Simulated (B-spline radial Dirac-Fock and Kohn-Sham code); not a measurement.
## Relativistic shifts of the levels of Sn³⁶⁺

System: tin as Sn³⁶⁺ in the configuration [Ne] 3s2 3p2.

Both columns are ΔSCF binding energies of the configuration average from a B-spline atomic structure program: non-relativistic Hartree-Fock with a point nucleus, and Dirac-Fock with a finite nucleus and the Coulomb interaction alone, averaged over the two j levels with weights 2j+1.

| shell | Hartree-Fock (eV) | Dirac-Fock (eV) | shift (eV) | shift (%) |
| --- | --- | --- | --- | --- |
| 1s | 30402.4 | 31457.2 | +1054.77 | +3.47 |
| 2s | 6250.6 | 6528.1 | +277.56 | +4.44 |
| 2p | 5984.0 | 6076.2 | +92.15 | +1.54 |
| 3s | 2454.6 | 2535.7 | +81.09 | +3.30 |
| 3p | 2371.2 | 2405.5 | +34.32 | +1.45 |

Relativity binds 1s, 2s, 2p, 3s, 3p more strongly, among those listed most of all 2s in relative terms.

Values without a named source are computed, but for edge energies of neutral atoms, which are taken from tables.
